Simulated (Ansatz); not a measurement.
```yaml
crystal:
  periodic: [false, false, false]
  atoms:
    - {symbol: N, position_ang: [-0.737988, 1.410868, -0.440180]}
    - {symbol: Sc, position_ang: [0.149461, -0.285688, 0.088807]}
    - {symbol: O, position_ang: [1.998007, -0.384584, -0.206852]}
    - {symbol: O, position_ang: [-0.956018, -1.607039, 0.827832]}
    - {symbol: H, position_ang: [-0.287588, 2.218582, -0.850809]}
    - {symbol: H, position_ang: [-1.722722, 1.624543, -0.347831]}
    - {symbol: H, position_ang: [2.921291, -0.601975, -0.285857]}
    - {symbol: H, position_ang: [-1.364443, -2.374717, 1.214881]}
basis:
  gaussian: {orbitals: def2-TZVPD}
magnetization: {spin_polarized: true, initial_magnetization: 8}
hamiltonian: {xc: {name: RPBE}, dispersion: d4}
output: {forces: true}
```

```sh
$ ansatz run in.yaml --threads 4 --pin off --events-out ev --progress --plain --max-ram 10444MiB
```

Output, abridged:

```
Functional definition: RPBE
1222 factors; their error is unknown
mean field evaluation 1: about -26284.3363 eV, gradient 9.4e1 eV
mean field evaluation 2: about -25855.6748 eV, gradient 2.6e2 eV
mean field evaluation 4: about -26252.8363 eV, gradient 1.0e2 eV
mean field evaluation 8: about -26318.4226 eV, gradient 3.5e1 eV
mean field evaluation 16: about -26328.3914 eV, gradient 1.1e0 eV
mean field evaluation 32: about -26328.4658 eV, gradient 1.6e-5 eV
mean field -26328.46581105 eV, -967.5532724808 hartree, gradient 2.6e-6 eV, S^2 20.008248; 20 other end points of the search recorded, 0 dependent functions left out
reference -26328.46587069 eV, -967.5532746726 hartree; 28, 20 occupied and 173, 181 virtual orbitals, 1222 factors
Total energy: -26328.84542073 eV, -967.5672228793 hartree
Atom 0 at    -0.737988     1.410868    -0.440180 Å, force    -1.338067     2.500166    -0.873287 eV/Å
Atom 1 at     0.149461    -0.285688     0.088807 Å, force    -0.438640     0.869400    -0.218630 eV/Å
Atom 2 at     1.998007    -0.384584    -0.206852 Å, force     0.491315     0.877440    -0.507202 eV/Å
Atom 3 at    -0.956018    -1.607039     0.827832 Å, force    -1.097180     0.216237     0.051177 eV/Å
Atom 4 at    -0.287588     2.218582    -0.850809 Å, force     1.915686     1.581994    -0.952200 eV/Å
Atom 5 at    -1.722722     1.624543    -0.347831 Å, force    -2.575702    -0.274414     0.621429 eV/Å
Atom 6 at     2.921291    -0.601975    -0.285857 Å, force     5.592965    -1.203034    -0.485428 eV/Å
Atom 7 at    -1.364443    -2.374717     1.214881 Å, force    -2.550377    -4.567788     2.364139 eV/Å
Dipole moment:    -0.212822     0.434359    -0.092898 e Å
```

In this input the spin is set far too high for this molecule. The run converged. The result belongs to that input, not to the molecule as meant.
